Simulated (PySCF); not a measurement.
H5P. Atoms are numbered in the order given.

```xyz
6

P      0.0000     0.0000     0.0000
H      0.0000     0.0000     1.4812
H      0.0000     0.0000    -1.4812
H      1.4274     0.0000     0.0000
H     -0.7137     1.2362     0.0000
H     -0.7137    -1.2362     0.0000
```

Geometry optimised at PBE0-D3(BJ)/def2-TZVPD.

Computed with PBE/pcSseg-2 (PySCF).

GIAO shieldings, no solvent; atoms listed in one row are averaged. δ = σ(ref) − σ: ³¹P against PH3 (σ = 572.3 ppm); ¹H against TMS (σ = 31.47 ppm), references at their B3LYP-D3(BJ)/def2-TZVP geometries, non-relativistic.

```csv
nucleus,atoms,count,δ (ppm)
³¹P,P1,1,7.6
¹H,"H4, H6, H5",3,8.16
¹H,"H3, H2",2,6.12
```
